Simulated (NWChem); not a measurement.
Molecule: CH₇NSi; SMILES NC[SiH3]

```xyz
10

N      0.4022    -1.6167     0.0742
C     -0.6412    -0.6104    -0.0249
Si     0.1189     1.1235     0.0173
H      0.0073    -2.5526     0.1424
H      0.9873    -1.6119    -0.7588
H     -1.3167    -0.6965    -0.9045
H     -1.2970    -0.6801     0.8609
H     -0.9393     2.1583    -0.2075
H      1.1394     1.2493    -1.0717
H      0.7866     1.3835     1.3272
```
Atoms are numbered in this order, from 1.

Program: NWChem. All runs use the structure optimised with PBE0/def2-SVP. Ions are spin-unrestricted doublets at the neutral geometry; other ion states weren't tried.

```tsv
level	vertical ionisation energy, ΔSCF (eV)	−ε(HOMO) (eV)	ΔSCF minus −ε(HOMO) (eV)
B3LYP/aug-cc-pVDZ	9.40	6.79	2.61
PBE/aug-cc-pVDZ	9.19	5.58	3.61
BHandHLYP/aug-cc-pVDZ	(withheld)	(withheld)	(withheld)
LDA (Slater exchange, VWN5)/aug-cc-pVDZ	9.31	5.66	3.65
```

Task: Some entries are withheld; supply them.

Result: 
- BHandHLYP/aug-cc-pVDZ, vertical ionisation energy, ΔSCF (eV): 9.34
- BHandHLYP/aug-cc-pVDZ, −ε(HOMO) (eV): 8.38
- BHandHLYP/aug-cc-pVDZ, ΔSCF minus −ε(HOMO) (eV): 0.96
